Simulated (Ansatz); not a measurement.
C2H8AlB (`C[B](C)[AlH2]`) from Hartree–Fock to CCSD(T)

```xyz
12

C     0.083    1.566   -0.211
B     0.016    0.016    0.016
C     0.882   -0.584    1.177
Al   -1.214   -1.234   -1.214
H    -0.098    1.922   -1.228
H    -0.749    1.960    0.396
H     0.991    2.035    0.182
H     1.831   -0.861    0.686
H     0.513   -1.500    1.643
H     1.146    0.140    1.956
H    -2.762   -1.477   -0.898
H    -0.640   -1.982   -2.506
```

Charge 0, multiplicity 1. The structure was optimised at the PBE0-D4/def2-TZVP level. Frozen core, restricted reference, Ansatz 0.2.0. CBS rows extrapolate triple and quadruple zeta; past MP2 they add the triple-zeta difference.

```tsv
basis	HF (Eh)	MP2 corr.
def2-SVP	-346.81388	-0.43756
def2-TZVPP	-347.00982	-0.53618
def2-QZVPP	-347.02193	-0.57051
```

Task: Estimate the CCSD correlation energy and the (T) correction in each basis where they were run (hartree).

Result: 
```csv
basis,CCSD corr.,(T)
def2-SVP,-0.49902,-0.01374
def2-TZVPP,-0.59247,-0.02126
CBS(def2),-0.65224,as TZ
```
